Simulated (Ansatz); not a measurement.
The lowest singlet and triplet of CH2 (SMILES [CH2]); geometries from B3LYP-D3(BJ)/def2-TZVP, each state relaxed from the structure named, with no frequency check.
Singlet (charge 0, multiplicity 1):
```xyz
3

C     -0.001     0.175     0.000
H     -0.860    -0.529     0.000
H      0.864    -0.521     0.000
```
Triplet (charge 0, multiplicity 3):
```xyz
3

C     -0.0004     0.1031     0.0000
H     -0.9952    -0.3128     0.0000
H      0.9974    -0.3058     0.0000
```

```
level                                     gap E(singlet) − E(triplet), adiabatic (kcal/mol)  cost
----------------------------------------  -------------------------------------------------  ----
R-HF/cc-pVDZ                                                                          28.60     -
R-HF/cc-pVTZ                                                                          28.46     -
U-HF/cc-pVTZ (spin-contaminated)                                                      16.90     -
R-HF/cc-pVQZ                                                                          28.27     -
R-SVWN5/def2-TZVPP                                                                    14.45  ×0.7
R-PBE/def2-TZVPP                                                                      16.00    ×1
U-PBE/def2-TZVPP (spin-contaminated)                                                   9.14    ×2
U-r2SCAN/def2-TZVPP (spin-contaminated)                                               10.87    ×5
R-PBE0/def2-TZVPP                                                                     17.71    ×1
R-BHLYP/def2-TZVPP                                                                    13.28    ×1
U-BHLYP/def2-TZVPP (spin-contaminated)                                                 7.55    ×2
U-wB97X-V/def2-TZVPP (spin-contaminated)                                               6.12    ×7
U-wB97M-V/def2-TZVPP (spin-contaminated)                                               8.60    ×7
R-B2PLYP/def2-TZVPP                                                                   12.22    ×1
U-B2PLYP/def2-TZVPP (spin-contaminated)                                                8.15    ×3
R-MP2/cc-pVDZ                                                                         17.68     -
U-MP2/cc-pVDZ (spin-contaminated)                                                     13.51     -
U-MP2/cc-pVTZ (spin-contaminated)                                                     12.76     -
U-MP2/cc-pVQZ (spin-contaminated)                                                     12.27     -
R-SCS-MP2/cc-pVDZ                                                                     12.83     -
U-SCS-MP2/cc-pVDZ (spin-contaminated)                                                 10.18     -
R-SCS-MP2/cc-pVTZ                                                                      9.32     -
R-SCS-MP2/cc-pVQZ                                                                      7.88     -
R-CCSD/cc-pVDZ                                                                        12.75     -
U-CCSD/cc-pVDZ (spin-contaminated)                                                    11.53     -
R-CCSD/cc-pVTZ                                                                        11.21     -
U-CCSD/cc-pVTZ (spin-contaminated)                                                    10.59     -
U-CCSD(T)/cc-pVDZ (spin-contaminated)                                                 11.29    ×1
R-CCSD(T)/cc-pVTZ                                                                     10.32    ×2
U-CCSD(T)/cc-pVTZ (spin-contaminated)                                                 10.31    ×4
U-CCSD(T)/cc-pVQZ (spin-contaminated)                                                  9.80   ×20
R-CCSDT/cc-pVDZ                                                                       11.79     -
R-CCSDT(Q)/cc-pVDZ                                                                    11.74    ×5
SA-CASSCF(6,6)/cc-pVDZ                                                                13.97     -
SA-CASSCF(6,6)/cc-pVTZ                                                                12.82     -
SA-CASSCF(6,6)/cc-pVQZ                                                                12.49     -
SC-NEVPT2 on SA-CASSCF(6,6)/cc-pVTZ                                                   10.03     -
FIC-NEVPT4(SD) on SA-CASSCF(6,6)/cc-pVTZ                                               9.68     -
FIC-NEVPT4(SD) on SA-CASSCF(6,6)/cc-pVQZ                                               8.96     -
FIC-MRCISD+Q on SA-CASSCF(6,6)/cc-pVQZ                                                 8.96     -
```

The rows run from 6.12 (U-wB97X-V/def2-TZVPP (spin-contaminated)) to 28.60 kcal/mol (R-HF/cc-pVDZ). From cc-pVDZ (spin-contaminated) to cc-pVQZ (spin-contaminated) U-CCSD(T) changes by -1.49. The 5 R-functionals in def2-TZVPP without D3 or D4 span 5.49, from R-B2PLYP to R-PBE0.

A positive gap puts the triplet lower; no zero-point energy. R- takes a restricted singlet. U- takes an unrestricted singlet (broken symmetry where lower, unprojected). The triplet is unrestricted in single-reference levels. Active spaces average the two states.

Cores are frozen in the correlated methods.

Doubts at one or more of the structures used: a restricted determinant that unrestricted orbitals would lower (R-HF/cc-pVDZ, R-HF/cc-pVTZ, R-HF/cc-pVQZ, R-SVWN5/def2-TZVPP, R-PBE/def2-TZVPP, R-PBE0/def2-TZVPP, R-BHLYP/def2-TZVPP, R-B2PLYP/def2-TZVPP, R-MP2/cc-pVDZ, R-SCS-MP2/cc-pVDZ, R-SCS-MP2/cc-pVTZ, R-SCS-MP2/cc-pVQZ, R-CCSD/cc-pVDZ, R-CCSD/cc-pVTZ, R-CCSD(T)/cc-pVTZ, R-CCSDT/cc-pVDZ, R-CCSDT(Q)/cc-pVDZ); T1 above 0.05 (U-CCSD(T)/cc-pVQZ (spin-contaminated)).

The values were computed with Ansatz (Gaussian orbitals). Each number belongs to the level named beside it.

Costs are rough ratios of core time to R-PBE/def2-TZVPP (about 1.1 s over the structures, on one shared machine); a dash marks a level with no comparable run of its own. 

Measured: triplet 3B1 below singlet 1A1 by 9 ± 0.1 kcal/mol (with zero-point energy) [Lineberger and Borden].

Ansatz is a first-principles code.
